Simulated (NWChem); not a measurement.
System: triethylamine (C₆H₁₅N); SMILES C(N(CC)CC)C

The following NWChem deck was run.

```
start job
memory heap 200 mb stack 900 mb global 1100 mb
geometry units angstroms noautosym nocenter noautoz
  C      0.639750     0.332466     2.474301
  C      0.803874    -0.480285     1.201331
  N      0.370917     0.204728     0.000000
  C     -1.015078     0.636539     0.000000
  C     -2.079432    -0.460868     0.000000
  C      0.803874    -0.480285    -1.201331
  C      0.639750     0.332466    -2.474301
  H      1.093649     1.328472     2.355641
  H      1.136280    -0.176424     3.314121
  H     -0.414822     0.469649     2.757952
  H      0.308242    -1.471022     1.332036
  H      1.875217    -0.707813     1.068880
  H     -1.168141     1.290562    -0.873093
  H     -1.168141     1.290562     0.873093
  H     -2.005872    -1.107544    -0.888511
  H     -2.005872    -1.107544     0.888511
  H     -3.086540    -0.015895     0.000000
  H      0.308242    -1.471022    -1.332036
  H      1.875217    -0.707813    -1.068880
  H     -0.414822     0.469649    -2.757952
  H      1.136280    -0.176424    -3.314121
  H      1.093649     1.328472    -2.355641
end
basis spherical
  * library 6-31g*
end
dft
  xc b3lyp
  iterations 150
end
property
  shielding 13 1 2 3 4 5 8 9 10 11 12 13 15 17
end
task dft property
```

Parts of the log:

```
             Northwest Computational Chemistry Package (NWChem) 7.3.0
             --------------------------------------------------------

                             Geometry "geometry" -> ""
                             -------------------------

 Output coordinates in angstroms (scale by  1.889725989 to convert to a.u.)

  No.       Tag          Charge          X              Y              Z
 ---- ---------------- ---------- -------------- -------------- --------------
    1 C                    6.0000     0.63975000     0.33246600     2.47430100
    2 C                    6.0000     0.80387400    -0.48028500     1.20133100
    3 N                    7.0000     0.37091700     0.20472800     0.00000000
    4 C                    6.0000    -1.01507800     0.63653900     0.00000000
    5 C                    6.0000    -2.07943200    -0.46086800     0.00000000
    6 C                    6.0000     0.80387400    -0.48028500    -1.20133100
    7 C                    6.0000     0.63975000     0.33246600    -2.47430100
    8 H                    1.0000     1.09364900     1.32847200     2.35564100
    9 H                    1.0000     1.13628000    -0.17642400     3.31412100
   10 H                    1.0000    -0.41482200     0.46964900     2.75795200
   11 H                    1.0000     0.30824200    -1.47102200     1.33203600
   12 H                    1.0000     1.87521700    -0.70781300     1.06888000
   13 H                    1.0000    -1.16814100     1.29056200    -0.87309300
   14 H                    1.0000    -1.16814100     1.29056200     0.87309300
   15 H                    1.0000    -2.00587200    -1.10754400    -0.88851100
   16 H                    1.0000    -2.00587200    -1.10754400     0.88851100
   17 H                    1.0000    -3.08654000    -0.01589500     0.00000000
   18 H                    1.0000     0.30824200    -1.47102200    -1.33203600
   19 H                    1.0000     1.87521700    -0.70781300    -1.06888000
   20 H                    1.0000    -0.41482200     0.46964900    -2.75795200
   21 H                    1.0000     1.13628000    -0.17642400    -3.31412100
   22 H                    1.0000     1.09364900     1.32847200    -2.35564100

 Effective nuclear repulsion energy (a.u.)     339.6742265947

                              NWChem Property Module
                              ----------------------

  itol2e modified to match energy
  convergence criterion.

[...]

          -----------------------------------------
          Chemical Shielding Tensors (GIAO, in ppm)
          -----------------------------------------

                                NWChem CPHF Module
                                ------------------

  scftype          =     RHF
  nclosed          =       29
  nopen            =        0
  variables        =     2871
  # of vectors     =        3
  tolerance        = 0.10D-03
  level shift      = 0.00D+00
  max iterations   =       50
  max subspace     =       30

 SCF residual:    7.2616306714444855E-005

Iterative solution of linear equations
  No. of variables     2871
  No. of equations        3
  Maximum subspace       30
        Iterations       50
       Convergence  1.0D-04

   iter   nsub   residual    time
   ----  ------  --------  ---------
     1      3    3.79D-01     235.3
     2      6    9.24D-03     254.7
     3      9    6.19D-04     272.1
     4     12    3.78D-05     289.9

      Atom:    1  C
        Diamagnetic
    245.6920     -0.5994      0.9689
     -0.5994    247.0032      4.0990
      0.9689      4.0990    256.3771

        Paramagnetic
    -83.7881      2.7949     -0.0008
      2.7949    -66.9394      2.1578
     -0.0008      2.1578    -73.3343

        Total Shielding Tensor
    161.9039      2.1955      0.9681
      2.1955    180.0638      6.2568
      0.9681      6.2568    183.0428

           isotropic =     175.0035
          anisotropy =      19.7301

          Principal Components and Axis System
                 1           2           3
              188.1569    175.2139    161.6397

      1         0.0808      0.0819      0.9934
      2         0.6233      0.7736     -0.1145
      3         0.7778     -0.6284     -0.0115

      Atom:    2  C
        Diamagnetic
    239.0406     -3.0020      2.8894
     -3.0020    241.7771      0.2030
      2.8894      0.2030    255.6472

        Paramagnetic
   -109.4538     -9.3532      9.9486
     -9.3532   -110.0710    -10.2898
      9.9486    -10.2898    -87.7604

        Total Shielding Tensor
    129.5869    -12.3552     12.8380
    -12.3552    131.7061    -10.0867
     12.8380    -10.0867    167.8868

           isotropic =     143.0599
          anisotropy =      49.2714

          Principal Components and Axis System
                 1           2           3
              175.9075    135.2027    118.0695

      1         0.3277     -0.5566      0.7635
      2        -0.2963      0.7068      0.6424
      3         0.8971      0.4367     -0.0667

      Atom:    3  N
        Diamagnetic
    316.6008    -16.4491      0.0000
    -16.4491    300.4629      0.0000
      0.0000      0.0000    329.3240

        Paramagnetic
   -115.6439     14.2423     -0.0000
     14.2423   -116.6832      0.0000
     -0.0000      0.0000    -64.9307

        Total Shielding Tensor
    200.9569     -2.2068     -0.0000
     -2.2068    183.7797      0.0000
     -0.0000      0.0000    264.3933

           isotropic =     216.3766
          anisotropy =      72.0250

          Principal Components and Axis System
                 1           2           3
              264.3933    201.2359    183.5007

      1        -0.0000      0.9921      0.1254
      2         0.0000     -0.1254      0.9921
      3         1.0000      0.0000     -0.0000

      Atom:    4  C
        Diamagnetic
    255.3565      2.0149     -0.0000
      2.0149    243.3584     -0.0000
     -0.0000     -0.0000    239.1355

        Paramagnetic
    -78.8579     -3.1956      0.0000
     -3.1956    -87.7593      0.0000
      0.0000      0.0000   -112.6543

[...]
```

Level: B3LYP/6-31G* (spherical d), GIAO. Geometry: optimised at PBE0/def2-SVP. Not confirmed as a minimum by frequencies. B3LYP is NWChem's, with the RPA form of VWN correlation. The output numbers the shielded atoms by their place in the input's list. The printed shielding anisotropy is the first printed principal value minus the mean of the other two.
